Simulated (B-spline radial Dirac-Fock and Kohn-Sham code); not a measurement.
## Cu³⁺ 2p1/2: cross section and angular parameters

System: Cu³⁺ in the configuration [Ar] 3d8; threshold 1010.3 eV (orbital energy of the model). Calculated with a radial B-spline solver, using Dirac-Hartree-Slater photoionisation with a Latter tail; cross sections with all multipoles, angular parameters from the dipole term and its interference with E2.

Input of the calculation (task.json; shells as n, l, electrons):

```json
{"items": [{
  "Z": 29,
  "q": 3,
  "cfg": [[1, 0, 2], [2, 0, 2], [2, 1, 6], [3, 0, 2], [3, 1, 6], [3, 2, 8]],
  "A": 63,
  "rrms": 3.8823,
  "do": "xps",
  "hv": [52.2, 56.0, 58.2, 60, 80, 124.0, 148.0, 149.0, 268.0, 300, 312.0, 400, 484.0, 492.0, 493.0, 678.0, 889.0, 1000, 1486.9, 1520.0, 1760.0, 2000.0, 2160.0, 2230.0, 2470.0, 2510.0, 2984.4, 4520.0, 6000, 6390.0]
}]}
```

Run with: `python xray2_run.py task.json out`

| hν (eV) | σ (kb) | β | γ | δ |
| --- | --- | --- | --- | --- |
| 1486.9 | 118 | 1.419 | 0.075 | 0.020 |
| 1520 | 111 | 1.426 | 0.094 | 0.020 |
| 1760 | 75.6 | 1.449 | 0.222 | 0.025 |
| 2000 | 53.2 | 1.448 | 0.332 | 0.029 |
| 2160 | 42.9 | 1.440 | 0.398 | 0.032 |
| 2230 | ? | ? | ? | ? |
| 2470 | 29.3 | 1.417 | 0.511 | 0.038 |
| 2510 | 28.0 | 1.413 | 0.525 | 0.039 |
| 2984.4 | 16.9 | 1.369 | 0.666 | 0.048 |
| 4520 | 4.80 | 1.221 | 0.985 | 0.079 |
| 6000 | 1.96 | 1.098 | 1.177 | 0.110 |
| 6390 | 1.60 | 1.069 | 1.218 | 0.118 |

Q: Give the values at 2230 eV.

A: σ = 39.2 kb, β = 1.435, γ = 0.425, δ = 0.034.
